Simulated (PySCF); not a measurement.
**Assigning NMR signals**

Geometry:
```
atom   x (Å)   y (Å)   z (Å)
  O1   4.316   0.440  -0.209
  C2   3.208   0.070  -0.220
  N3   2.109  -0.410  -0.258
  C4   0.749  -0.212  -0.109
  C5  -0.119  -1.292  -0.309
  C6  -1.492  -1.125  -0.165
  C7  -1.991   0.126   0.180
  F8  -3.304   0.287   0.321
  C9  -1.147   1.212   0.380
 C10   0.225   1.042   0.236
 H11   0.299  -2.263  -0.577
 H12  -2.184  -1.955  -0.316
 H13  -1.574   2.180   0.648
 H14   0.900   1.886   0.391
```

Theoretical values (PySCF): GIAO PBE/pcSseg-1 shieldings, coordinates at the PBE0-D3(BJ)/def2-SVP level, couplings computed with B3LYP/pcJ-1 (spin–dipole term only in couplings to heteroatoms). Single conformer, non-relativistic, fast rotation and ring inversion assumed for equivalent nuclei, gas phase.

Chemical shifts δ = σref − σ; ¹³C and ¹H vs TMS, all at this level.

Question: Assign these signals to the numbered atoms. ¹³C{¹H} NMR (computed): δ 166.4 (C, d, J = 316.2 Hz), 130.6 (C), 130.1 (CH, d, J = 5.3 Hz), 121.7 (C), 119.3 (CH, d, J = 20.8 Hz).

Answer: 
166.4 → C7, aromatic carbon bearing fluorine: σ withdrawal by the attached heteroatom moves it downfield of the ring CH carbons
130.6 → C4, aromatic carbon bearing nitrogen
130.1 → C5/C10, aromatic CH: the aromatic region
121.7 → C2, central carbon of a heterocumulene
119.3 → C6/C9, aromatic CH

C4 and C5/C10 lie closer than the usual error of such a calculation, so a measured spectrum could show them in the other order.

Question: Assign these signals to the numbered atoms. ¹H NMR (300 MHz, computed): δ 6.99 (m, 2H), 6.92 (m, 2H).

Answer: 
| δ (ppm) | atoms | environment | reason |
| --- | --- | --- | --- |
| 6.99 | H11/H14 | hydrogen on an aromatic CH | ring-current deshielding |
| 6.92 | H12/H13 | hydrogen on an aromatic CH | – |

H11/H14 and H12/H13 lie closer than the usual error of such a calculation, so a measured spectrum could show them in the other order.

C–F couplings over four or more bonds (about 3 Hz to the para carbon of a fluoroarene) are left out. Common functionals overestimate the size of one-bond C–F couplings by tens of Hz; these are unscaled. Splittings below 1 Hz are ignored in the labels, and close J values are merged. Couplings among chemically equivalent protons are left out too, so labels in AA′BB′ or AA′XX′ sets are apparent multiplicities. Unscaled 3J(H,H) at this level run about 10 % above measured values. Shifts are as computed. Against solution values, carbons near 30 ppm lie about +2 ppm off and those near 130 ppm about +2 ppm. Of 1211 compounds with measured shifts, 218 miss one by over three times the rms of a fit or turn the order of signals round; such compounds aren't used in these exercises.
